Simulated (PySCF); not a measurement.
PySCF input file for thionyl fluoride (F2OS), SMILES O=S(F)F, PBE/pcSseg-2. Coordinates come from a B3LYP-D3(BJ)/def2-TZVP optimisation.

```python
import numpy as np
from pyscf import gto, scf, dft
from pyscf.prop.nmr import rks as nmr

mol = gto.M(
    atom='''
    O     1.37135200    0.35137129    0.00000006
    S     0.16527864   -0.40558012    0.00000000
    F    -0.75640418    0.20435064    1.16556743
    F    -0.75640407    0.20435065   -1.16556749
    ''',
    basis='pcSseg-2',
    charge=0,
    spin=0,
    max_memory=1600,
    verbose=3,
)
mf = dft.RKS(mol, xc='pbe')
mf.grids.level = 3
mf.conv_tol = 1e-10
mf.max_cycle = 100
mf.kernel()
n = nmr.NMR(mf)
n.verbose = 2
n.max_cycle_cphf = 60
sigma = n.kernel()
print('atom   isotropic/ppm   span/ppm')
for i, s in enumerate(sigma):
    w = np.linalg.eigvalsh((s + s.T) / 2)
    print(f'{mol.atom_symbol(i):2s}{i + 1:3d} {w.mean():14.3f} {w[2] - w[0]:11.3f}')
```

Output:

```
converged SCF energy = -672.821619450979
atom   isotropic/ppm   span/ppm
O   1         -9.932     289.353
S   2        -76.878     619.177
F   3         65.024     393.115
F   4         65.024     393.115
```

Self-consistency was reached.
